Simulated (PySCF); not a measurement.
## MoH₂ + MoCl₂ → 2 MoHCl

Level: PBE0 in the def2-TZVP basis family, computed in PySCF with density fitting; scalar-relativistic core potentials for atoms from Rb on, none lighter, no spin–orbit coupling; open shells unrestricted.

| species | state and structure | E (Eh) | ZPE (kJ/mol) | H(298 K) − H(0) (kJ/mol) | S° (J/(mol K)) |
| --- | --- | --- | --- | --- | --- |
| MoH₂ | quintet, C2v, Mo–H 1.706 Å (×2); H–Mo–H 108.1° | -69.28343 | 25.3 | 10.4 | 240.3 |
| MoCl₂ | quintet, C2v, Mo–Cl 2.260 Å (×2); Cl–Mo–Cl 131.6° | -988.38164 | 5.3 | 13.6 | 316.3 |
| MoHCl | quintet, Cs, Mo–Cl 2.261 Å, Mo–H 1.703 Å; Cl–Mo–H 113.4° | -528.83308 | 16.0 | 11.5 | 284.2 |

What is the electronic reaction energy?

At PBE0/def2-TZVP, ΔE = -2.9 kJ/mol from the differences of the total energies times 2625.5, downhill. Ligand scrambling is nearly thermoneutral, as expected when bond energies add up.

Add zero-point, thermal and entropy terms for 298.15 K and 1 bar.

ΔZPE = 1.4 and Δ[H(298) − H(0)] = -1.0 kJ/mol give ΔH° = -2.5 kJ/mol. ΔS° = 11.8 J/(mol K), so ΔG° = -2.5 − 298.15 × (0.0118) = -6 kJ/mol and log₁₀K = 1.1.

Open d or f shells are single determinants, so the state found may not be the ground state. Only the bonding shown was studied: isomers, or loss of a ligand pair, can lie lower.
